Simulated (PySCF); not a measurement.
C3H9FOSi, SMILES COC[Si@H](C)F.

Geometry optimised at TPSSh-D3(BJ)/def2-SVP. The structure was generated by enumeration; whether it is a known compound was not checked. The values are those of a single conformer.

Two levels are set side by side: PBE/def2-TZVP (PySCF) and PBE0/def2-TZVP (PySCF). Same geometry, gas phase. Differences are taken from unrounded values.

```
quantity                      PBE0
---------------------------  -----
orbital gap (eV)              8.57
highest occupied level (eV)  -7.68
lowest empty level (eV)       0.89
dipole moment (D)             2.35
mean polarisability (bohr³)   66.5
```

Q: What does PBE give, and how far is it from PBE0? (An estimate is asked for; the answer gives what the named calculation found.)

A: 
| quantity | PBE | PBE minus PBE0 |
|---|---|---|
| orbital gap (eV) | 6.04 | -2.53 |
| highest occupied level (eV) | -6.08 | 1.60 |
| lowest empty level (eV) | -0.04 | -0.93 |
| dipole moment (D) | 2.20 | -0.14 |
| mean polarisability (bohr³) | 69.5 | 3.0 |

Without exact exchange PBE keeps part of each electron's self-repulsion, which lifts occupied levels and narrows the gap. PBE's more diffuse valence density responds more strongly to a field. Differences between two approximate levels are no errors against the true value.

Rough cost on one machine, each run with all the roots and properties that it gave: PBE0 against PBE within a factor of 2.
